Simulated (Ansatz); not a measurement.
C3H9BSi can be A, `CC1BC[SiH2]1`, or B, `CC1([SiH3])BC1`.

Calculated with Ansatz (gas phase, PBE0-D4/def2-TZVP geometries, no zero-point term in ΔE). CCSD(T)/CBS is the MP2 limit (def2-TZVPP, def2-QZVPP) plus CCSD(T) − MP2 in def2-TZVPP, frozen cores. Functionals use def2-TZVPP. B3LYP here is the variant with VWN-RPA as its local correlation; programs differ in this.

Problem. Which isomer does CCSD(T)/CBS put lower? Give the gap. (Best estimate.)

Solution. Ansatz gave: A, by 121.4 kJ/mol.

Problem. Give E(B) − E(A) in kJ/mol with CCSD/def2-TZVPP, PBE-D4, r2SCAN-D4, ωB97M-V, B3LYP-D4, HF/def2-TZVPP, MP2/def2-TZVPP. (Best estimate.)

Solution. Ansatz gave: CCSD/def2-TZVPP 117.1, PBE-D4 124.6, r2SCAN-D4 123.0, ωB97M-V 119.9, B3LYP-D4 112.9, HF/def2-TZVPP 98.7, MP2/def2-TZVPP 121.5. None reverses the order clearly.

Largest T1 diagnostic: 0.012.

In def2-TZVPP, CCSD(T) changes the Hartree–Fock value by +21.7 kJ/mol (the triples alone add +3.4 kJ/mol) and MP2 by +22.8 kJ/mol.
